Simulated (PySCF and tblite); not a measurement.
C8H11F3, numbered as in [F:1][CH:2]([F:3])[C@H:4]1[CH2:5][C@@H:6]2[CH2:7][C@H:8]1[CH2:9][C@@H:10]2[F:11]. The ensemble was built from 60 distance-geometry starts (ETKDG and KDG, MMFF94s, GFN2-xTB) and rests on GFN2-xTB geometries. Energies: PBE0-D3(BJ)/def2-SVP (IEF-PCM, cyclohexane), with GFN2-xTB thermal terms (modes under about 100 cm⁻¹ blended into free rotors). Symmetry numbers and mirror images are counted. Conformers within 2.5 kcal/mol (GFN2-xTB free energy) were kept, 2 at most. GIAO shieldings: KT3/pcSseg-1 (IEF-PCM, cyclohexane). Shifts are against TMS (¹H), TMS (¹³C) at the same level; of two unlike H on one atom, a is the less shielded. Codes: tblite and PySCF.

Torsions listed: F1–C2–C4–C5. The 5-ring runs over atoms 4–5–6–7–8. The 5-ring runs over atoms 6–7–8–9–10.

Two conformers hold nearly all the population. I: 5-ring envelope (ring torsions 36, -56, 56, -35, 0°); 5-ring envelope (ring torsions -58, 38, -4, -33, 55°); 76°; δ(H5a) = 1.99 ppm. II: 5-ring between envelope and twist (ring torsions 29, -54, 58, -41, 7°); 5-ring envelope (ring torsions -56, 33, 4, -39, 58°); -39°; δ(H5a) = 2.58 ppm. The average over the ensemble at 298.15 K is 2.05 ppm.

(1) What populations and free-energy difference follow from a two-state model?

For its torsions the set is small; conformers may be missing.

## Answers

(1) p(I) = (2.05 − 2.58)/(1.99 − 2.58) = 0.90, so K = p(II)/p(I) = 0.11 and G(II) − G(I) = −RT ln K = 1.29 kcal/mol. The weights computed directly are 91.0 % and 9.0 %.


Conformer gaps in def2-SVP on xTB geometries can be 2 kcal/mol too large for S=O, P=O and other polar bonds.